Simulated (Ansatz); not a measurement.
The cluster Sn₂O⁻. Charge -1, multiplicity 2. Geometry PBE-D4/def2-TZVP, that of the neutral singlet; atoms count from 1.

```xyz
3

Sn   -1.426   -0.238    0.459
Sn    0.948   -0.252   -1.157
O     0.478    0.490    0.698
```

In the def2 sets Sn takes a core potential; there is no spin–orbit coupling. The highest occupied level of the charge -1 doublet lies above zero (up to 0.28 eV). Its loss leaves the charge 0 singlet, which lies 1.26 eV higher (vertical, at PBE0-D4/def2-TZVPD), but this difference is unsure: the singlet is doubtful (restricted singlet, unstable towards broken spin symmetry at other levels and untested here). The structure comes from a short search, and lower isomers may exist.

Estimate the Mulliken populations from the PBE0/def2-TZVPD orbitals of Ansatz.


| atom | charge (e) | spin (α − β) |
| --- | --- | --- |
| Sn1 | -0.13 | 0.46 |
| Sn2 | -0.13 | 0.47 |
| O3 | -0.74 | 0.07 |
Mulliken values and Mayer orders depend strongly on the basis. With diffuse functions, as here, like atoms can get unlike values, and bond orders can come out too low or too high.

Where does the spin sit?

Summed by element: Sn 0.93, O 0.07, of 1 unpaired in all. Largest on single atoms: Sn2 0.47, Sn1 0.46, O3 0.07.

And the Mayer bond orders between bonded heavy atoms (over 0.3)?

Sn1–Sn2 1.71 (2.87 Å); Sn1–O3 0.60 (2.05 Å); Sn2–O3 0.60 (2.05 Å).
